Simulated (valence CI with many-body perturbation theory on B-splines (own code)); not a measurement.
**Tb³²⁺: E2, M1, M2 decay**

Computed by configuration interaction combined with many-body perturbation theory (CI+MBPT): five valence electrons over a frozen Dirac-Fock core [Ar] 3d10, radial functions for each j: 9 s, 9 p, 8 d, 6 f, 3 g, 1 h, with the one-electron correlation potential Σ1 (screened to all orders), the two-electron term Σ2, the three-electron term Σ3, Breit, model QED; selected single and double excitations, second order for the rest (own B-spline code, finite nucleus).

The last digits are not significant, and no measured levels were compared; by estimate large intervals hold to a few tenths of a per cent, small ones and those within an open d or f shell to about a per cent. Among the levels kept, up to 260 cm⁻¹ of a level comes from second order outside the variational space, and about a tenth of that is noise between levels of different J, which matters for small intervals.

Lines 1 to 19 of 19 in falling wavelength, among levels below 2062100 cm⁻¹, chosen from the decays that carry over 1 % of a level's rate. Wavelengths and rates use the calculated energies. Electric multipoles are in the length gauge, E1 and E2 with the static RPA response of the core. S is in atomic units (e²a₀⁴ for E2 and M2, e²a₀⁶ for E3), for M1 in squared Bohr magnetons. Weak lines are less certain than strong ones. Lines between different terms over intervals too small for the method are left out, as are lines whose strength nearly cancels.

Levels are named by their leading jj configuration (3d3/2^4 stands for four electrons in 3d with j = 3/2), which in mixed levels can hold well under half, so a name can repeat and another be missing. Letters in brackets count levels of one name in rising energy.

```tsv
λ vac (Å)	Upper	Lower	Type	A (s⁻¹)	S (a.u.)
2587	(4s^2 4p1/2 4p3/2 4d5/2) J=9/2	(4s^2 4p1/2 4p3/2 4d5/2) J=7/2 [a]	M1	2.60e+02	1.67e+00
1192	(4s^2 4p1/2 4p3/2 4d5/2) J=9/2	(4s^2 4p1/2 4p3/2 4d3/2) J=7/2	M1	7.23e+03	4.54e+00
357.6	(4s^2 4p3/2^2 4d5/2) J=9/2	(4s^2 4p1/2 4p3/2 4d5/2) J=7/2 [b]	M1	1.99e+05	3.37e+00
308.8	(4s^2 4p1/2 4p3/2 4d5/2) J=9/2	(4s^2 4p1/2^2 4d5/2) J=5/2	E2	3.61e+03	9.05e-02
294.3	(4s^2 4p1/2 4p3/2^2) J=3/2	(4s^2 4p1/2^2 4p3/2) J=3/2	M1	7.92e+05	2.99e+00
289.3	(4s^2 4p3/2^3) J=3/2	(4s^2 4p1/2 4p3/2^2) J=1/2	M1	2.01e+05	7.21e-01
277.2	(4s^2 4p3/2^2 4d5/2) J=9/2	(4s^2 4p1/2 4p3/2 4d5/2) J=9/2	M1	3.79e+05	2.99e+00
266.1	(4s^2 4p1/2 4p3/2^2) J=5/2	(4s^2 4p1/2^2 4p3/2) J=3/2	M1	1.44e+05	6.03e-01
266.1	(4s^2 4p1/2 4p3/2^2) J=5/2	(4s^2 4p1/2^2 4p3/2) J=3/2	E2	1.46e+04	1.04e-01
255.8	(4s^2 4p3/2^3) J=3/2	(4s^2 4p1/2 4p3/2^2) J=5/2	M1	2.75e+05	6.82e-01
255.8	(4s^2 4p3/2^3) J=3/2	(4s^2 4p1/2 4p3/2^2) J=5/2	E2	3.21e+04	1.25e-01
250.4	(4s^2 4p3/2^2 4d5/2) J=9/2	(4s^2 4p1/2 4p3/2 4d5/2) J=7/2 [a]	M1	3.20e+05	1.86e+00
237.5	(4s^2 4p1/2 4p3/2^2) J=1/2	(4s^2 4p1/2^2 4p3/2) J=3/2	M1	5.94e+05	5.90e-01
237.5	(4s^2 4p1/2 4p3/2^2) J=1/2	(4s^2 4p1/2^2 4p3/2) J=3/2	E2	1.80e+04	2.42e-02
234.2	(4s^2 4p3/2^3) J=3/2	(4s^2 4p1/2 4p3/2^2) J=3/2	M1	1.20e+06	2.29e+00
224.9	(4s^2 4p3/2^2 4d5/2) J=9/2	(4s^2 4p1/2 4p3/2 4d3/2) J=7/2	M1	3.19e+04	1.34e-01
197.8	(4s^2 4p1/2 4p3/2 4d5/2) J=9/2	(4s 4p1/2^2 4p3/2^2) J=5/2	E2	1.71e+03	4.62e-03
115.4	(4s^2 4p3/2^2 4d5/2) J=9/2	(4s 4p1/2^2 4p3/2^2) J=5/2	E2	1.33e+04	2.44e-03
93.81	(4s^2 4p1/2 4p3/2 4d5/2) J=9/2	(4s^2 4p1/2 4p3/2^2) J=5/2	M2	2.60e+03	1.69e-04
```
